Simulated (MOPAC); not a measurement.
Input for MOPAC: PM6 on H4OPbSi (SMILES [OH][Pb][SiH3]), a point of a torsion scan.

```
PM6 1SCF PRECISE CHARGE=0 THREADS=1
H4OPbSi

O      2.46951381 1     0.05914177 1    -0.33593830 1
Pb     1.24687492 1    -1.47383200 1     0.51916837 1
Si    -1.05183398 1    -0.10394278 1     0.34211114 1
H      2.13412351 1     0.90052739 1    -0.63097737 1
H     -0.99328557 1     1.24130998 1    -0.23273164 1
H     -2.09310864 1    -0.76776390 1    -0.45505770 1
H     -1.73199093 1     0.10638184 1     1.62801027 1
```

Output:

```
*******************************************************************************
 **                                                                           **
 **                              MOPAC v23.2.5                                **
 **                                                                           **
 *******************************************************************************
 ** MOPAC's Digital Object Identifier: https://doi.org/10.5281/zenodo.6511958 **
 **                                                                           **
 ** Please cite the open-source release paper for use of this MOPAC version:  **
 ** J. E. Moussa and J. J. P. Stewart (2026)                                  **
 ** MOPAC: An open-source semiempirical molecular orbital program             **
 ** J. Open Source Softw., 11(119), 8025, https://doi.org/10.21105/joss.08025 **
 *******************************************************************************

                              PM6 CALCULATION RESULTS

 *******************************************************************************
 *  PM6        - The PM6 Hamiltonian to be used
 *
 *
 *
 *                 CHARGE ON SYSTEM = 0
 *
 *
 *
 *  PRECISE    - TIGHTER CRITERIA TO BE USED
 *  1SCF       - DO 1 SCF AND THEN STOP
 *  THREADS=1  - MULTI-THREADING NOT USED
 *  T=         - A TIME OF 172800.0 SECONDS REQUESTED
 *  DUMP=N     - RESTART FILE WRITTEN EVERY 7200.0 SECONDS REQUESTED
 *******************************************************************************
PM6 1SCF PRECISE CHARGE=0 THREADS=1
 H4OPbSi

   ATOM   CHEMICAL          X               Y               Z
  NUMBER   SYMBOL      (ANGSTROMS)     (ANGSTROMS)     (ANGSTROMS)

     1       O          2.46951381  *   0.05914177  *  -0.33593830  *
     2      Pb          1.24687492  *  -1.47383200  *   0.51916837  *
     3      Si         -1.05183398  *  -0.10394278  *   0.34211114  *
     4       H          2.13412351  *   0.90052739  *  -0.63097737  *
     5       H         -0.99328557  *   1.24130998  *  -0.23273164  *
     6       H         -2.09310864  *  -0.76776390  *  -0.45505770  *
     7       H         -1.73199093  *   0.10638184  *   1.62801027  *



          CARTESIAN COORDINATES

    NO.       ATOM           X           Y           Z

     1         O          2.4695      0.0591     -0.3359
     2        Pb          1.2469     -1.4738      0.5192
     3        Si         -1.0518     -0.1039      0.3421
     4         H          2.1341      0.9005     -0.6310
     5         H         -0.9933      1.2413     -0.2327
     6         H         -2.0931     -0.7678     -0.4551
     7         H         -1.7320      0.1064      1.6280

 General Reference for PM6:
 "Optimization of Parameters for Semiempirical Methods V: Modification of NDDO Approximations
 and Application to 70 Elements", J. J. P. Stewart, J. Mol. Mod., 13, 1173-1213 (2007)
 URL: https://link.springer.com/article/10.1007/s00894-007-0233-4

           Empirical Formula: H4 O Pb Si  =     7 atoms



      MOLECULAR POINT GROUP   :   Cs


      RHF CALCULATION, NO. OF DOUBLY OCCUPIED LEVELS = 9


 -------------------------------------------------------------------------------
 PM6 1SCF PRECISE CHARGE=0 THREADS=1
 H4OPbSi



     1SCF WAS SPECIFIED, SO BFGS WAS NOT USED
     SCF FIELD WAS ACHIEVED


                              PM6 CALCULATION
                                                       MOPAC v23.2.5 Linux




          FINAL HEAT OF FORMATION =         14.30385 KCAL/MOL =      59.84730 KJ/MOL


          COSMO AREA              =        128.78 SQUARE ANGSTROMS
          COSMO VOLUME            =        121.32 CUBIC ANGSTROMS

          IONIZATION POTENTIAL    =          8.132785 EV
          HOMO LUMO ENERGIES (EV) =         -8.133 -2.414
          NO. OF FILLED LEVELS    =          9
          MOLECULAR WEIGHT        =        255.3165         POINT GROUP:  Cs

          MOLECULAR DIMENSIONS (Angstroms)

            Atom       Atom       Distance
            H     6    O     1     4.63848
           Pb     2    H     5     3.15154
            H     4    H     7     2.27870


          SCF CALCULATIONS        =          1





   ATOM   CHEMICAL          X               Y               Z
  NUMBER   SYMBOL      (ANGSTROMS)     (ANGSTROMS)     (ANGSTROMS)

     1       O          2.46951381  *   0.05914177  *  -0.33593830  *
     2      Pb          1.24687492  *  -1.47383200  *   0.51916837  *
     3      Si         -1.05183398  *  -0.10394278  *   0.34211114  *
     4       H          2.13412351  *   0.90052739  *  -0.63097737  *
     5       H         -0.99328557  *   1.24130998  *  -0.23273164  *
     6       H         -2.09310864  *  -0.76776390  *  -0.45505770  *
     7       H         -1.73199093  *   0.10638184  *   1.62801027  *

                             CARTESIAN COORDINATES

   1    O        2.469513810     0.059141770    -0.335938300
   2   Pb        1.246874920    -1.473832000     0.519168370
   3   Si       -1.051833980    -0.103942780     0.342111140
   4    H        2.134123510     0.900527390    -0.630977370
   5    H       -0.993285570     1.241309980    -0.232731640
   6    H       -2.093108640    -0.767763900    -0.455057700
   7    H       -1.731990930     0.106381840     1.628010270


           Empirical Formula: H4 O Pb Si  =     7 atoms



      MOLECULAR POINT GROUP   :   Cs


                  EIGENVALUES
 -27.36178 -20.73822 -18.56070 -15.09939 -11.92427 -11.91909 -11.48298 -11.23977
  -8.13279  -2.41352  -1.08872  -0.96381   0.65891   0.70434   1.82554   1.96493
   1.98873   3.43270   4.65888   4.70616   6.15797


              NET ATOMIC CHARGES AND DIPOLE CONTRIBUTIONS

  ATOM NO.   TYPE          CHARGE      No. of ELECS.   s-Pop       p-Pop       d-Pop
    1          O          -0.820510        6.8205     1.68814     5.13237
    2         Pb           0.648549        3.3515     1.90617     1.44528
    3         Si          -0.135840        4.1358     1.28698     2.50118     0.34767
    4          H           0.331366        0.6686     0.66863
    5          H          -0.010684        1.0107     1.01068
    6          H          -0.006437        1.0064     1.00644
    7          H          -0.006443        1.0064     1.00644
 DIPOLE           X         Y         Z       TOTAL
 POINT-CHG.    -1.596    -3.366     1.689     4.091
 HYBRID        -0.104     2.450    -1.011     2.652
 SUM           -1.700    -0.916     0.679     2.047


          ATOMIC ORBITAL ELECTRON POPULATIONS

     Atom    s        px        py        pz      x^2-y^2     xz        z^2       yz        xy
    1  O   1.68814   1.84844   1.47835   1.80558
    2 Pb   1.90617   0.62164   0.61407   0.20958
    3 Si   1.28698   0.91233   0.81696   0.77189   0.06871   0.09441   0.06514   0.06957   0.04985
    4  H   0.66863
    5  H   1.01068
    6  H   1.00644
    7  H   1.00644

 **********************
 *                    *
 * JOB ENDED NORMALLY *
 *                    *
 **********************




 == MOPAC DONE ==
```

The run finished.

Cost: very roughly 0.020 core-seconds.
